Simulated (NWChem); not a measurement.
System: ammonia borane (BNH6); SMILES [BH3-][NH3+]

Output (shortened):

```
             Northwest Computational Chemistry Package (NWChem) 7.3.0
             --------------------------------------------------------

                             Geometry "geometry" -> ""
                             -------------------------

 Output coordinates in angstroms (scale by  1.889725989 to convert to a.u.)

  No.       Tag          Charge          X              Y              Z
 ---- ---------------- ---------- -------------- -------------- --------------
    1 B                    5.0000     0.00000000     0.00000000    -0.93330600
    2 N                    7.0000     0.00000000     0.00000000     0.71076300
    3 H                    1.0000    -1.05968600    -0.53672000    -1.25858700
    4 H                    1.0000     0.99465600    -0.64935500    -1.25858700
    5 H                    1.0000     0.06503000     1.18607500    -1.25858700
    6 H                    1.0000    -0.80114900     0.52543600     1.08908900
    7 H                    1.0000     0.85561500     0.43109700     1.08908900
    8 H                    1.0000    -0.05446600    -0.95653300     1.08908900

 Effective nuclear repulsion energy (a.u.)      40.3315105143

                                 NWChem DFT Module
                                 -----------------

 Summary of "ao basis" -> "ao basis" (spherical)
 ------------------------------------------------------------------------------
       Tag                 Description            Shells   Functions and Types
 ---------------- ------------------------------  ------  ---------------------
 B                          def2-svp                 6       14   3s2p1d
 N                          def2-svp                 6       14   3s2p1d
 H                          def2-svp                 3        5   2s1p

            General Information
            -------------------
          SCF calculation type: DFT
          Wavefunction type:  closed shell.
          No. of atoms     :     8
          No. of electrons :    18
           Alpha electrons :     9
            Beta electrons :     9
          Charge           :     0
          Spin multiplicity:     1
          Use of symmetry is: off; symmetry adaption is: off
          Maximum number of iterations: 150
          AO basis - number of functions:    58
                     number of shells:    30
          Convergence on energy requested:  1.00D-06
          Convergence on density requested:  1.00D-05
          Convergence on gradient requested:  5.00D-04

              XC Information
              --------------
                         B3LYP Method XC Potential
                     Hartree-Fock (Exact) Exchange  0.200
                        Slater Exchange Functional  0.800 local
                    Becke 1988 Exchange Functional  0.720 non-local
              Lee-Yang-Parr Correlation Functional  0.810
                  VWN I RPA Correlation Functional  0.190 local

             Grid Information
             ----------------
          Grid used for XC integration:  medium
          Radial quadrature: Mura-Knowles
          Angular quadrature: Lebedev.
          Tag              B.-S. Rad. Rad. Pts. Rad. Cut. Ang. Pts.
          ---              ---------- --------- --------- ---------
          B                   0.85       49           8.0       434
          N                   0.65       49           8.0       434
          H                   0.35       45          10.0       434
          Grid pruning is: on
          Number of quadrature shells:   368
          Spatial weights used:  Erf1

      Superposition of Atomic Density Guess
      -------------------------------------

 Sum of atomic energies:         -81.74385030

      Non-variational initial energy
      ------------------------------

 Total energy =     -82.849634
 1-e energy   =    -188.128282
 2-e energy   =      64.947137
 HOMO         =      -0.381586
 LUMO         =       0.066894

     ---------------------------------------------
      Total Density - Mulliken Population Analysis
     ---------------------------------------------

    Atom       Charge   Shell Charges
 -----------   ------   -------------------------------------------------------
    1 B    5     5.31   1.99  0.89  0.24  1.55  0.58  0.06
    2 N    7     7.21   1.99  1.00  0.37  2.41  1.43  0.01
    3 H    1     1.08   0.74  0.33  0.01
    4 H    1     1.08   0.74  0.33  0.01
    5 H    1     1.08   0.74  0.33  0.01
    6 H    1     0.74   0.58  0.12  0.04
    7 H    1     0.74   0.58  0.12  0.04
    8 H    1     0.74   0.58  0.12  0.04

   convergence    iter        energy       DeltaE   RMS-Dens  Diis-err
 ---------------- ----- ----------------- --------- --------- ---------
 d= 0,ls=0.0,diis     1    -83.1231232783 -1.23D+02  9.12D-03  2.19D-01
 d= 0,ls=0.0,diis     2    -83.1514023818 -2.83D-02  3.01D-03  3.47D-02
 d= 0,ls=0.0,diis     3    -83.1546077426 -3.21D-03  1.13D-03  1.49D-02
 d= 0,ls=0.0,diis     4    -83.1562884286 -1.68D-03  3.19D-04  5.63D-04
 d= 0,ls=0.0,diis     5    -83.1563477141 -5.93D-05  8.63D-05  3.82D-05
  Resetting Diis
 d= 0,ls=0.0,diis     6    -83.1563533749 -5.66D-06  5.22D-06  1.14D-07
 d= 0,ls=0.0,diis     7    -83.1563533919 -1.71D-08  5.69D-07  5.06D-10

         Total DFT energy =      -83.156353391948
      One electron energy =     -190.205731427529
           Coulomb energy =       79.890167386039
    Exchange-Corr. energy =      -13.172299864758
 Nuclear repulsion energy =       40.331510514300

 Numeric. integr. density =       17.999999209353

                       DFT Final Molecular Orbital Analysis
                       ------------------------------------

 Vector    7  Occ=2.000000D+00  E=-3.525801D-01
              MO Center=  1.3D-07, -2.9D-08, -7.3D-01, r^2= 2.1D+00
   Bfn.  Coefficient  Atom+Function         Bfn.  Coefficient  Atom+Function
  ----- ------------  ---------------      ----- ------------  ---------------
    20      0.352496  2 N  pz                 6     -0.254940  1 B  pz
     2     -0.248896  1 B  s                 23     -0.202788  2 N  pz
    29     -0.186908  3 H  s                 34     -0.186908  4 H  s
    39     -0.186908  5 H  s                 16      0.162922  2 N  s
    17      0.156524  2 N  s                  1     -0.120656  1 B  s

 Vector    8  Occ=2.000000D+00  E=-2.701464D-01
              MO Center=  2.5D-01, -2.3D-01, -1.1D+00, r^2= 1.8D+00
   Bfn.  Coefficient  Atom+Function         Bfn.  Coefficient  Atom+Function
  ----- ------------  ---------------      ----- ------------  ---------------
    34     -0.357528  4 H  s                  4      0.343279  1 B  px
    35     -0.211688  4 H  s                 29      0.207056  3 H  s
     5     -0.181895  1 B  py                39      0.150473  5 H  s
     7     -0.141392  1 B  px                30      0.122602  3 H  s
    44     -0.098042  6 H  s                 40      0.089085  5 H  s

 Vector    9  Occ=2.000000D+00  E=-2.701462D-01
              MO Center= -2.5D-01,  2.3D-01, -1.1D+00, r^2= 1.8D+00
   Bfn.  Coefficient  Atom+Function         Bfn.  Coefficient  Atom+Function
  ----- ------------  ---------------      ----- ------------  ---------------
     5      0.343278  1 B  py                39     -0.325963  5 H  s
    29      0.293295  3 H  s                 40     -0.193003  5 H  s
     4      0.181895  1 B  px                30      0.173653  3 H  s
     8     -0.141391  1 B  py                54     -0.089482  8 H  s
    49      0.080333  7 H  s                  7     -0.074937  1 B  px

 Vector   10  Occ=0.000000D+00  E= 3.306667D-03
              MO Center= -1.3D-06,  4.1D-07,  1.2D+00, r^2= 3.8D+00
   Bfn.  Coefficient  Atom+Function         Bfn.  Coefficient  Atom+Function
  ----- ------------  ---------------      ----- ------------  ---------------
    17      1.407671  2 N  s                 45     -0.748859  6 H  s
    50     -0.748858  7 H  s                 55     -0.748858  8 H  s
     3      0.425846  1 B  s                 23      0.278680  2 N  pz
    16      0.252316  2 N  s                 20     -0.162885  2 N  pz
    30     -0.154187  3 H  s                 35     -0.154189  4 H  s

[...]

                     NWChem Electrostatic Potential Fit Module
                     -----------------------------------------

 Atom parameters

 Number of atoms is                                    8
 Number of basis functions is                         58

 Grid parameters

 Maximum number of grid points is                  33879
 Number of grid points is                          33878
 Grid range                                     0.300000 nm
 Grid spacing                                   0.020000 nm
 Probe radius                                   0.070000 nm
 Atom radius factor                             1.000000

 Atomic radii

    1    0.100000
    5    0.158000
    7    0.140000
 FASTESP  F
  using M.O. file = ./job.movecs

    Atom              Coordinates                           Charge

                                                  ESP

    1 B     0.000000    0.000000   -0.093331    0.066059
    2 N     0.000000    0.000000    0.071076   -0.073168
    3 H    -0.105969   -0.053672   -0.125859   -0.178943
    4 H     0.099466   -0.064936   -0.125859   -0.180715
    5 H     0.006503    0.118608   -0.125859   -0.180066
    6 H    -0.080115    0.052544    0.108909    0.181738
    7 H     0.085562    0.043110    0.108909    0.182357
    8 H    -0.005447   -0.095653    0.108909    0.182738
                                            ------------
                                                0.000000

 Dipole moment                                  2.194313

 Quadrupole moment Qxx                         -0.431986
                   Qyy                         -0.432002
                   Qzz                          0.863987

 RMS deviation kJ/mol                           0.067915

 RRMS %                                        13.259530
```

Level: B3LYP/def2-SVP. Coordinates come from a PBE-D3(BJ)/def2-SVP optimisation.

Task: Reconstruct the input file.

Result: Several could match; the one computed here: the input that was run:
```
start job
memory heap 200 mb stack 900 mb global 1100 mb
geometry units angstroms noautosym nocenter noautoz
  B      0.000000     0.000000    -0.933306
  N      0.000000     0.000000     0.710763
  H     -1.059686    -0.536720    -1.258587
  H      0.994656    -0.649355    -1.258587
  H      0.065030     1.186075    -1.258587
  H     -0.801149     0.525436     1.089089
  H      0.855615     0.431097     1.089089
  H     -0.054466    -0.956533     1.089089
end
basis spherical
  B library def2-svp
  N library def2-svp
  H library def2-svp
end
dft
  xc b3lyp
  iterations 150
  mulliken
end
task dft energy
esp
  recalculate
  probe 0.07
  range 0.3
  factor 1.0
  spacing 0.02
end
task esp
```
